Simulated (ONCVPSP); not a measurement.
Reading a pseudo-wave (aluminium)

Columns: radius, all-electron u(r) and pseudo u(r) of the 2s shell (level -109.10 eV) of aluminium in the configuration [He] 2s2 2p6 3s1.5 3p1.5; PBE, scalar-relativistic, ONCV scheme, ONCVPSP 4.0.1.

```csv
r (bohr),all-electron,pseudo
0.060,-0.5988,0.2400
0.120,-0.3461,0.4699
0.180,0.1233,0.6803
0.240,0.5683,0.8632
0.300,0.9092,1.0121
0.360,1.1358,1.1236
0.420,1.2614,1.1957
0.480,1.3081,1.2293
0.540,1.2978,1.2279
0.600,1.2486,1.1962
0.660,1.1744,1.1402
0.720,1.0862,1.0667
0.780,0.9914,0.9820
0.840,0.8955,0.8919
0.900,0.8021,0.8011
0.960,0.7134,0.7132
1.020,0.6309,0.6308
1.080,0.5553,0.5552
1.140,0.4867,0.4866
1.200,0.4251,0.4251
1.260,0.3702,0.3701
1.320,0.3214,0.3213
1.380,0.2784,0.2783
1.440,0.2407,0.2406
1.500,0.2077,0.2076
1.560,0.1790,0.1790
```

Problem. How many radial nodes do the two functions have?

Solution. The all-electron 2s function has n − l − 1 = 1; the pseudo-wave has 0, since the states of the same l below it are removed with the core.

Problem. At about which radius was the pseudo-wave matched?

Solution. 1.00 bohr, where the columns begin to agree (steps of 0.06 bohr).

Problem. Where does each function peak?

Solution. Outermost all-electron maximum near 0.48 bohr, pseudo maximum near 0.48 bohr (to the table’s step).

Problem. Is the pseudo-wave norm-conserving?

Solution. Yes: the ONCV scheme keeps the norm inside the radius equal to the all-electron one, which fixes the energy derivative of the logarithmic derivative at the level.
